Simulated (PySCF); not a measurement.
C2H2N3, SMILES [c]1nc[nH]n1, multiplicity 2.

The structure is a stationary point at B3LYP-D3(BJ)/def2-SVP. The isomer is the one that the SMILES or the coordinates give; other isomers of the formula were not compared.

These are B3LYP-D3(BJ)/def2-SVP in PySCF values and carry that method's errors.

No scaling factor is applied to the harmonic values.

Computed harmonic wavenumbers and intensities:
```json
[
 {"mode": "1", "ν (cm⁻¹)": "588", "IR (km/mol)": "62.8", "moving atoms (share of kinetic energy)": "N 50 %, H 44 %"},
 {"mode": "2", "ν (cm⁻¹)": "669", "IR (km/mol)": "22.1", "moving atoms (share of kinetic energy)": "C 46 %, N 42 %, H 12 %"},
 {"mode": "3", "ν (cm⁻¹)": "680", "IR (km/mol)": "9.7", "moving atoms (share of kinetic energy)": "H 51 %, N 29 %, C 20 %"},
 {"mode": "4", "ν (cm⁻¹)": "851", "IR (km/mol)": "11.3", "moving atoms (share of kinetic energy)": "H 70 %, C 28 %"},
 {"mode": "5", "ν (cm⁻¹)": "934", "IR (km/mol)": "4.5", "moving atoms (share of kinetic energy)": "N 65 %, C 29 %"},
 {"mode": "6", "ν (cm⁻¹)": "984", "IR (km/mol)": "22.0", "moving atoms (share of kinetic energy)": "N 74 %, C 21 %"},
 {"mode": "7", "ν (cm⁻¹)": "1066", "IR (km/mol)": "24.7", "moving atoms (share of kinetic energy)": "N 68 %, H 30 %"},
 {"mode": "8", "ν (cm⁻¹)": "1141", "IR (km/mol)": "15.1", "moving atoms (share of kinetic energy)": "H 54 %, C 23 %, N 23 %"},
 {"mode": "9", "ν (cm⁻¹)": "1251", "IR (km/mol)": "23.1", "moving atoms (share of kinetic energy)": "C 38 %, H 37 %, N 26 %"},
 {"mode": "10", "ν (cm⁻¹)": "1312", "IR (km/mol)": "36.3", "moving atoms (share of kinetic energy)": "N 50 %, C 41 %, H 9 %"},
 {"mode": "11", "ν (cm⁻¹)": "1372", "IR (km/mol)": "20.3", "moving atoms (share of kinetic energy)": "C 55 %, N 37 %, H 8 %"},
 {"mode": "12", "ν (cm⁻¹)": "1458", "IR (km/mol)": "18.3", "moving atoms (share of kinetic energy)": "N 39 %, H 36 %, C 25 %"},
 {"mode": "13", "ν (cm⁻¹)": "1513", "IR (km/mol)": "52.8", "moving atoms (share of kinetic energy)": "C 57 %, N 28 %, H 16 %"},
 {"mode": "14", "ν (cm⁻¹)": "3249", "IR (km/mol)": "0.9", "moving atoms (share of kinetic energy)": "H 91 %, C 9 %"},
 {"mode": "15", "ν (cm⁻¹)": "3628", "IR (km/mol)": "83.0", "moving atoms (share of kinetic energy)": "H 93 %"}
]
```
